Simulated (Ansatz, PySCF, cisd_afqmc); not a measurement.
System: PO, charge 0, doublet. PO (SMILES [P]=O, doublet).
B3LYP-D3(BJ)/def2-TZVP minimum from Ansatz (a program for electronic structure):
```
P
O 1 1.4798
```
Charge 0, spin multiplicity 2.

Atomisation energy term by term, kcal/mol (programs: Ansatz, cisd_afqmc). Radicals and triplets start from unrestricted determinants; spin-orbit coupling is neglected. Cores are frozen in correlated methods. Rows without X2C or -DK are non-relativistic. AFQMC/CISD: phaseless, guided by CISD from CCSD amplitudes; bars are statistical, one sigma. Outlying blocks are dropped, and bars are widened where a walk drifts. Over all cases where full CI ran beside it in this data, AFQMC minus full CI had a median of +0.1 mEh and passed +0.4 mEh in a tenth of the cases. CBS(X,Y): correlation extrapolated as X^-3, Hartree-Fock from the larger set (Q,5: extrapolated as (X+1)exp(-9√X)). A bracket is a step between two methods taken in the basis named. 'core' is core correlation in cc-pwCVTZ (1s frozen past Ne), 'X2C' scalar relativity in cc-pVTZ-DK, both at CCSD(T).

| term | basis | kcal/mol |
|---|---|---|
| Hartree-Fock | CBS(cc-pV(Q+d)Z,cc-pV(5+d)Z) | 62.15 |
| CCSD correlation | CBS(cc-pV(Q+d)Z,cc-pV(5+d)Z) | 72.16 |
| (T) | CBS(cc-pV(Q+d)Z,cc-pV(5+d)Z) | 8.24 |
| CCSDT(Q) - CCSD(T) | cc-pV(Q+d)Z | 0.53 |
| CCSDTQ - CCSDT(Q) | cc-pV(D+d)Z | -0.20 |
| core correlation | cc-pwCVTZ | 0.73 |
| scalar relativity | X2C, cc-pVTZ-DK | -0.30 |
| minus zero-point energy | Hessian by PySCF at B3LYP-D3(BJ)/def2-TZVP | -1.80 |
| sum: D0 |  | 141.5 |

The step beyond CCSD(T) by other levels: CCSDTQ in cc-pV(D+d)Z 0.89; AFQMC/CISD in cc-pV(D+d)Z 0.39 ± 0.26; CCSDT(Q) in cc-pV(D+d)Z 1.09; CCSDT(Q) in cc-pV(T+d)Z 0.59 kcal/mol.
